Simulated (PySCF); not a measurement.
**How methods differ on the ionisation energy of Zr²⁸⁺**

Zr²⁸⁺ [Ne] 3s2 (1S) → Zr²⁹⁺ [Ne] 3s1 (2S), as a difference of total energies. All numbers are calculated (PySCF 2.14, the non-relativistic Hamiltonian (point nucleus), in an uncontracted even-tempered set (16 s from 3.9 bohr⁻², ratio 2.5; 10 p from 5 bohr⁻², ratio 2.5; 5 d from 19 bohr⁻², ratio 2.7; 4 f from 29 bohr⁻², ratio 2.7)). Correlated levels: outer shells: 1s2 frozen; virtual orbitals above 40 to 60 times the deepest correlated orbital energy dropped. The calculations carry no spin-orbit coupling.

```json
{"method": "UHF", "ionisation energy (eV)": "1489.6"}
{"method": "LDA", "ionisation energy (eV)": "1493.2"}
{"method": "PBE", "ionisation energy (eV)": "1494.3"}
{"method": "PBE0", "ionisation energy (eV)": "1493.4"}
{"method": "r2SCAN", "ionisation energy (eV)": "1489.9"}
{"method": "M06-2X", "ionisation energy (eV)": "1493.7"}
{"method": "PW91", "ionisation energy (eV)": "1494.7"}
{"method": "MP2 (outer shells)", "ionisation energy (eV)": "1492.9"}
{"method": "SCS-MP2 (outer shells)", "ionisation energy (eV)": "1493.3"}
```

How much does correlation contribute at MP2 (outer shells)?

1492.9 − (1489.6) = 3.3 eV, measured against UHF.

The gap to the reference is mostly relativistic.

For comparison: 1525.1 ± 2.2 eV (semi-empirical (NIST evaluation); NIST Atomic Spectra Database, ionization energies).
